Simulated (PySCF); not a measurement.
C3H8AlF. Atoms are numbered in the order given.

```xyz
13

Al    -0.3760     1.0866     0.1264
F      0.6616     2.0172    -0.8001
H     -1.3517     1.8873     1.0792
C     -0.3229    -0.8672    -0.0742
C     -0.7150    -1.5941     1.2242
C      1.0017    -1.3915    -0.6520
H     -1.1196    -1.0723    -0.8207
H     -0.7974    -2.6846     1.0656
H      0.0393    -1.4445     2.0165
H     -1.6822    -1.2483     1.6256
H      1.2622    -0.9047    -1.6051
H      0.9575    -2.4807    -0.8337
H      1.8422    -1.2166     0.0416
```

The structure is a stationary point at B3LYP-D3(BJ)/def2-SVP. The structure was generated by enumeration; whether it is a known compound was not checked. One conformer was computed; it need not be the lowest.

Computed with PBE/def2-TZVP run with PySCF.

ESP charges are fitted to the potential on shells at 1.4 to 2.0 van der Waals radii. Atomic charges (e):

```tsv
atom	ESP fit	IAO	Mulliken
Al1	0.78	1.07	0.51
F2	-0.41	-0.55	-0.33
H3	-0.26	-0.21	-0.08
C4	0.21	-0.46	-0.17
C5	-0.49	-0.42	-0.37
C6	-0.42	-0.42	-0.36
H7	-0.02	0.14	0.09
H8	0.13	0.14	0.11
H9	0.12	0.13	0.11
H10	0.08	0.14	0.13
H11	0.08	0.15	0.13
H12	0.10	0.14	0.11
H13	0.10	0.13	0.11
```
